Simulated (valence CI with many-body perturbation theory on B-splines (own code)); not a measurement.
## Hyperfine factors and g values of Ta LXVII

Computed by configuration interaction combined with many-body perturbation theory (CI+MBPT): five valence electrons over a frozen Dirac-Fock core [He], a basis of 11 s, 11 p, 10 d, 8 f, 5 g, 2 h functions for each j, with the one-electron correlation potential Σ1, the two-electron term Σ2, the three-electron term Σ3, Breit, model QED; selected CI, second order for the rest, scaled by the run's own slope (own B-spline code, finite nucleus).

The last digits are not significant, and no measured levels were compared; by estimate large intervals hold to a few tenths of a per cent, small ones and those within an open d or f shell to about a per cent. Among the levels kept, up to 7400 cm⁻¹ of a level comes from second order outside the variational space, and about a tenth of that is noise between levels of different J, which matters for small intervals.

A/g_I is the dipole constant over the nuclear g factor μ/I (μ in nuclear magnetons, uniformly magnetised nucleus), B/Q the quadrupole constant per barn. Both hold the static response of the core; the bare values leave it out. Large factors of s and p1/2 electrons are usually good to 5 to 10 %; those of open d and f shells near neutrality can be off by tens of per cent, and small factors of p3/2, d and f electrons come from cancelling terms and can be off by a factor of two or in sign, in half-filled shells by more. B is blank for J = 1/2, where it vanishes, and for nearly pure S terms. Energies count from the lowest level.

Levels are named by their leading jj configuration (3d3/2^4 stands for four electrons in 3d with j = 3/2), which in mixed levels can hold well under half, so a name can repeat and another be missing. Letters in brackets count levels of one name in rising energy.

| Level | E (eV) | g | A/g_I (MHz) | A/g_I bare | B/Q (MHz/b) | B/Q bare |
| --- | --- | --- | --- | --- | --- | --- |
| (2s^2 2p1/2^2 2p3/2) J=3/2 | 0 | 1.314 | 782000 | 800000 | 1520000 | 1530000 |
| (2s^2 2p1/2 2p3/2^2) J=3/2 | 1302 | 1.434 | -449000 | -423000 | 83900 | 84000 |
| (2s^2 2p1/2 2p3/2^2) J=5/2 | 1325 | 1.163 | 2050000 | 2050000 | -4520 | -4520 |
| (2s^2 2p1/2 2p3/2^2) J=1/2 | 1377 | 0.617 | 7030000 | 7010000 |  |  |
| (2s 2p1/2^2 2p3/2^2) J=5/2 | 1641 | 1.444 | 4900000 | 4880000 | 197000 | 197000 |
| (2s 2p1/2^2 2p3/2^2) J=1/2 | 1745 | 1.997 | 2.14e+07 | 2.11e+07 |  |  |
| (2s 2p1/2^2 2p3/2^2) J=3/2 | 1747 | 1.170 | -3340000 | -3260000 | -168000 | -168000 |
| (2s^2 2p3/2^3) J=3/2 | 2682 | 1.286 | 809000 | 825000 | -1610000 | -1620000 |
| (2s 2p1/2 2p3/2^3) J=3/2 [a] | 2971 | 1.585 | 4970000 | 4940000 | -1220000 | -1220000 |
| (2s 2p1/2 2p3/2^3) J=5/2 | 3012 | 1.281 | 6190000 | 6150000 | -1770000 | -1770000 |
| (2s 2p1/2 2p3/2^3) J=1/2 | 3075 | 1.347 | -8120000 | -7990000 |  |  |
| (2s 2p1/2 2p3/2^3) J=3/2 [b] | 3084 | 1.008 | 165000 | 204000 | -494000 | -494000 |
| (2p1/2^2 2p3/2^3) J=3/2 | 3458 | 1.299 | 757000 | 791000 | -1560000 | -1560000 |
| (2s 2p3/2^4) J=1/2 | 4396 | 1.876 | 2.15e+07 | 2.13e+07 |  |  |
| (2p1/2 2p3/2^4) J=1/2 | 4789 | 0.617 | 7060000 | 7010000 |  |  |
| (2s^2 2p1/2^2 3s) J=1/2 | 8569 | 1.991 | 6150000 | 6100000 |  |  |
| (2s^2 2p1/2^2 3p1/2) J=1/2 | 8672 | 0.645 | 2080000 | 2070000 |  |  |
| (2s^2 2p1/2^2 3p3/2) J=3/2 | 9072 | 1.321 | 230000 | 236000 | 458000 | 458000 |
| (2s^2 2p1/2^2 3d3/2) J=3/2 | 9161 | 0.782 | 134000 | 134000 | 80000 | 80600 |
| (2s^2 2p1/2^2 3d5/2) J=5/2 | 9273 | 1.188 | 47900 | 47900 | 77500 | 78300 |
| (2s^2 2p1/2 2p3/2 3s) J=3/2 [a] | 9886 | 1.653 | 1310000 | 1320000 | 992000 | 993000 |
| (2s^2 2p1/2 2p3/2 3s) J=1/2 | 9896 | 1.293 | -3070000 | -3020000 |  |  |
| (2s^2 2p1/2 2p3/2 3s) J=5/2 | 9906 | 1.306 | 3130000 | 3130000 | 1490000 | 1490000 |
| (2s^2 2p1/2 2p3/2 3s) J=3/2 [b] | 9912 | 0.952 | 1850000 | 1860000 | 879000 | 880000 |
| (2s^2 2p1/2 2p3/2 3p1/2) J=1/2 | 9988 | 1.729 | -1720000 | -1680000 |  |  |
| (2s^2 2p1/2 2p3/2 3p1/2) J=3/2 [a] | 9994 | 1.126 | 1410000 | 1420000 | 310000 | 311000 |
| (2s^2 2p1/2 2p3/2 3p1/2) J=5/2 | 10007 | 1.043 | 2320000 | 2320000 | 1480000 | 1480000 |
| (2s^2 2p1/2 2p3/2 3p1/2) J=3/2 [b] | 10048 | 1.303 | 1210000 | 1220000 | 1520000 | 1520000 |
| (2s 2p1/2^2 2p3/2 3s) J=5/2 | 10183 | 1.589 | 5930000 | 5890000 | 1540000 | 1540000 |
| (2s 2p1/2^2 2p3/2 3s) J=3/2 [a] | 10212 | 1.426 | 6680000 | 6640000 | 838000 | 840000 |
| (2s 2p1/2^2 2p3/2 3s) J=1/2 | 10278 | 0.834 | -7680000 | -7540000 |  |  |
| (2s 2p1/2^2 2p3/2 3s) J=3/2 [b] | 10287 | 1.368 | -1690000 | -1640000 | 1130000 | 1130000 |
| (2s 2p1/2^2 2p3/2 3p1/2) J=3/2 [a] | 10296 | 1.661 | 6750000 | 6710000 | 1060000 | 1060000 |
| (2s 2p1/2^2 2p3/2 3p1/2) J=5/2 | 10297 | 1.329 | 5150000 | 5120000 | 1500000 | 1500000 |
| (2s^2 2p1/2 2p3/2 3p3/2) J=5/2 [a] | 10380 | 1.406 | -327000 | -311000 | 1610000 | 1610000 |
| (2s 2p1/2^2 2p3/2 3p1/2) J=1/2 | 10382 | 1.253 | -6460000 | -6340000 |  |  |
| (2s 2p1/2^2 2p3/2 3p1/2) J=3/2 [b] | 10383 | 0.959 | -2270000 | -2210000 | 892000 | 893000 |
| (2s^2 2p1/2 2p3/2 3p3/2) J=1/2 [a] | 10384 | 1.540 | -1790000 | -1770000 |  |  |
| (2s^2 2p1/2 2p3/2 3p3/2) J=3/2 [a] | 10388 | 1.130 | 2220000 | 2220000 | -982000 | -983000 |
| (2s^2 2p1/2 2p3/2 3p3/2) J=7/2 | 10395 | 1.215 | 1450000 | 1460000 | 1960000 | 1970000 |

Q: Take the isotope of mass number 181, with I = 7/2, μ = 2.365 μN and Q = 3.17 b. What is the hyperfine structure of (2s^2 2p3/2^3) J=3/2?

A: From the table A = 547000 MHz, B = -5110000 MHz. Shifts from the centre of gravity in MHz: F = 2: -6430000, F = 3: -1140000, F = 4: 2510000, F = 5: 1590000.
